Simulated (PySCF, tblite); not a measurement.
One entry of a table of gas-phase calculations, keyed by method. Lists by class give the value and the number of equivalent atoms.

```json
{
 "formula": "C8H13ClO",
 "smiles": "C[C@@H]1CCC[C@]1(C)C(=O)Cl",
 "charge": 0,
 "multiplicity": 1,
 "geometry_level": "GFN2-xTB",
 "atoms_angstrom": [
  ["C", 2.02, -0.732, -0.186],
  ["C", 0.785, 0.098, -0.503],
  ["C", 0.84, 1.509, 0.085],
  ["C", -0.613, 2.002, 0.122],
  ["C", -1.493, 0.757, -0.077],
  ["C", -0.562, -0.469, 0.027],
  ["C", -1.068, -1.646, -0.8],
  ["C", -0.392, -0.801, 1.484],
  ["O", -0.478, -0.06, 2.405],
  ["Cl", 0.009, -2.5, 1.817],
  ["H", 1.907, -1.752, -0.544],
  ["H", 2.888, -0.294, -0.673],
  ["H", 2.21, -0.759, 0.884],
  ["H", 0.677, 0.166, -1.591],
  ["H", 1.482, 2.163, -0.505],
  ["H", 1.245, 1.465, 1.097],
  ["H", -0.828, 2.48, 1.075],
  ["H", -0.802, 2.729, -0.668],
  ["H", -1.946, 0.766, -1.068],
  ["H", -2.295, 0.706, 0.658],
  ["H", -1.218, -1.33, -1.829],
  ["H", -2.016, -2.007, -0.407],
  ["H", -0.358, -2.467, -0.794]
 ],
 "electronic_structure_code": "PySCF",
 "results": {
  "GFN2-xTB geometry": {
   "point_group": "C1",
   "rotational_constants_GHz": [1.668, 0.946, 0.891]
  },
  "PBE0/pcSseg-1 ground state and GIAO shieldings, non-relativistic": {
   "dipole_D": 3.09,
   "homo_eV": -8.22,
   "lumo_eV": -0.95,
   "shift_vs_computed_TMS_C_by_class_ppm": [
    [191.5, 1],
    [63.1, 1],
    [50.3, 1],
    [42.9, 1],
    [36.0, 1],
    [27.3, 1],
    [24.4, 1],
    [18.3, 1]
   ],
   "shift_vs_computed_TMS_H_by_class_ppm": [
    [2.2, 1],
    [2.02, 1],
    [1.92, 1],
    [1.74, 1],
    [1.7, 1],
    [1.53, 1],
    [1.52, 1],
    [1.48, 3],
    [1.16, 3]
   ],
   "shielding_other_nuclei_by_class_ppm": [
    ["O", -261.5, 1],
    ["Cl", 472.8, 1]
   ],
   "charges_hirshfeld_e_by_atom": [-0.13, -0.02, -0.07, -0.07, -0.07, 0.01, -0.13, 0.2, -0.18, -0.03, 0.03, 0.04, 0.03, 0.04, 0.04, 0.03, 0.04, 0.04, 0.04, 0.04, 0.04, 0.04, 0.03]
  },
  "GFN2-xTB harmonic vibrations, gas phase": {
   "strongest_ir_bands_cm-1_km_per_mol_modes": [
    [794.2, 83.5, 1],
    [881.2, 80.2, 1],
    [946.0, 83.8, 1],
    [1814.7, 322.4, 1],
    [3004.8, 58.3, 1],
    [3039.6, 62.2, 2]
   ],
   "zpe_kcal_per_mol": 122.0
  }
 }
}
```

The dipole matches unit charges of opposite sign 0.64 Å apart (1 e·Å = 4.8032 D). A dipole of 3.09 D is allowed in C1, and pure rotational transitions are dipole-allowed. With B = h/(8π²I), that is 505.379 GHz u Å² over I, the principal moments of inertia are 303.0, 534.5 and 567.4 u Å² (most abundant isotopes).

 NMR classes are plain means over equivalent atoms (diastereotopic ones count apart unless rotation or inversion swaps them), as if these changed places fast; in this geometry the members of some classes differ.

One conformer stands for the species.
